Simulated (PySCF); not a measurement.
Chain-length series, n-germane silyl/silyl (end groups after the name). All species are isolated molecules in the gas phase. One relaxed conformer stands for each flexible species; it need not be the lowest. Strings in code marks are SMILES.

The S1 excitation (TDA) from two functionals at the same geometries (r2SCAN-D4/def2-SVP), both in PySCF: PBE-D3(BJ)/def2-TZVP and r2SCAN-D4/def2-TZVP. Excitations are Tamm–Dancoff values on a coarser integration grid. The basis has no diffuse functions, so Rydberg states are missing or too high.

```
species                                                                                          PBE-D3(BJ)/def2-TZVP (eV)
-----------------------------------------------------------------------------------------------  -------------------------
n = 2 (`[SiH3][GeH2][GeH2][SiH3]` (Si–Ge–Ge–Si torsion 178°))                                                         6.04
n = 3 (`[GeH2]([GeH2][SiH3])[GeH2][SiH3]` (Si–Ge–Ge–Ge torsion 175°, Ge–Ge–Ge–Si torsion 178°))                       5.61
n = 4 (`[SiH3][GeH2][GeH2][GeH2][GeH2][SiH3]`)                                                                        5.27
n = 5 (`[SiH3][GeH2][GeH2][GeH2][GeH2][GeH2][SiH3]`)                                                                  4.98
n = 6 (`[SiH3][GeH2][GeH2][GeH2][GeH2][GeH2][GeH2][SiH3]`)                                                            4.75
n = 7 (`[SiH3][GeH2][GeH2][GeH2][GeH2][GeH2][GeH2][GeH2][SiH3]`)                                                      4.56
```

### Question
What does r2SCAN-D4/def2-TZVP give for each?

### Answer

- n = 2 (`[SiH3][GeH2][GeH2][SiH3]` (Si–Ge–Ge–Si torsion 178°)): 6.47
- n = 3 (`[GeH2]([GeH2][SiH3])[GeH2][SiH3]` (Si–Ge–Ge–Ge torsion 175°, Ge–Ge–Ge–Si torsion 178°)): 5.99
- n = 4 (`[SiH3][GeH2][GeH2][GeH2][GeH2][SiH3]`): 5.64
- n = 5 (`[SiH3][GeH2][GeH2][GeH2][GeH2][GeH2][SiH3]`): 5.34
- n = 6 (`[SiH3][GeH2][GeH2][GeH2][GeH2][GeH2][GeH2][SiH3]`): 5.10
- n = 7 (`[SiH3][GeH2][GeH2][GeH2][GeH2][GeH2][GeH2][GeH2][SiH3]`): 4.90
Over these rows, drawn at random from the members with no instability flagged (it was tested for open shells, ions and some series alone), PBE minus r2SCAN-D4: mean -0.37 eV, from -0.43 eV to -0.34 eV.
